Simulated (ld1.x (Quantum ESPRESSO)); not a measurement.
Results of a calculation; reference values are marked as such.
Potentials for tellurium compared

Generated with ld1.x 7.5 (TM, RRKJ, ultrasoft, PAW), atompaw 4.2 or ONCVPSP 4.0.1. The cutoff is in Ry: for ld1.x and atompaw files where the sum of valence levels is converged to 10 mRy in a Bessel basis, for ONCV files where the hardest occupied wave has 1 mHa per electron of residual kinetic energy. The error is the largest all-electron minus pseudo excitation energy over each file’s own four to seven test configurations (ionisations up to +4, promotions, holes and added fractions of an electron), all of which were solved. The labels leave out finer settings (local radius, basis sizes, second energies), which also bear on the numbers. Spin-polarised tests are not counted. The rows are a selection from randomly drawn settings: files with unsolved tests, undetermined cutoffs or missed reference levels are left out.

A true bound ghost makes a file unfit for plane-wave use even where its test errors are small: the radial tests pick states by their node count and pass the ghost by.

```tsv
potential	cutoff (Ry)	largest error (meV)	bound ghosts
TM, PBE, scalar-relativistic, rc 1.50/2.15 (sp), local p, core correction yes, reference 5s2 5p4	50	-181	none
TM, PW91, scalar-relativistic, rc 1.85/2.05/1.15 (spd), local p, core correction no, reference 4d10 5s1 5p5	110	+30	none
TM, BP86, fully relativistic, rc 1.50/1.55 (sp), local s, core correction no, reference 5s2 5p3.5	60	+94	p3/2, p1/2, d
TM, LDA (PZ), fully relativistic, rc 1.65/2.10 (sp), local s, core correction yes, reference 5s2 5p4	30	-179	none
```

Task: Fill in the row for Te: RRKJ, LDA (PZ), scalar-relativistic, rc 1.65/1.90 (sp), local p, core correction yes, reference 5s2 5p4.

Result: cutoff 25 Ry, largest error -142 meV, bound ghosts: none.

Task: Fill in the row for Te: PAW, Wu–Cohen, scalar-relativistic, rc 1.15/1.10/1.60 (spd), local smoothed, core correction yes, reference 4s2 4p6 4d10 5s2 5p4.

Result: cutoff 90 Ry, largest error +66 meV, bound ghosts: none.

Task: Fill in the row for Te: PAW, LDA (PZ), scalar-relativistic, rc 1.30/1.15/0.95 (spd), local smoothed, core correction yes, reference 4s2 4p6 4d10 5s2 5p4.

Result: cutoff 140 Ry, largest error -10 meV, bound ghosts: none.
